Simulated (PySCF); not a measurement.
PySCF 2.14 output of an unrestricted BP86 calculation on a single atom or ion in 6-31G*, with no relativity, point nucleus:

```
SCF conv_tol = 1e-09
number electrons alpha = 17  beta = 15
    A. D. Becke.,  Phys. Rev. A 38, 3098 (1988)
    J. P. Perdew.,  Phys. Rev. B 33, 8822 (1986)
cycle= 1 E= -2235.41971094825  delta_E= -0.0079  |g|= 0.122  |ddm|= 0.197
cycle= 2 E= -2235.41964325797  delta_E= 6.77e-05  |g|= 0.123  |ddm|= 0.0636
cycle= 3 E= -2235.42160016993  delta_E= -0.00196  |g|= 0.000839  |ddm|= 0.0381
cycle= 4 E= -2235.42160042552  delta_E= -2.56e-07  |g|= 0.000157  |ddm|= 0.00172
cycle= 5 E= -2235.42160043319  delta_E= -7.66e-09  |g|= 2.39e-06  |ddm|= 0.000238
cycle= 6 E= -2235.42160043319  delta_E= -4.55e-12  |g|= 1.22e-07  |ddm|= 4.34e-06
converged SCF energy = -2235.42160043319  <S^2> = 2.0014808  2S+1 = 3.000987
```

The run itself started from symmetry-adapted Hartree-Fock orbitals and held the occupation by maximum overlap, on a logarithmic radial grid, so the iterations belong to that start.

**Question.** Which element, charge and spin multiplicity is this?

**Answer.** As⁺ (arsenic, charge +1), multiplicity 3; the state was [Ar] 3d10 4s2 4p2, high-spin 3P determinant.
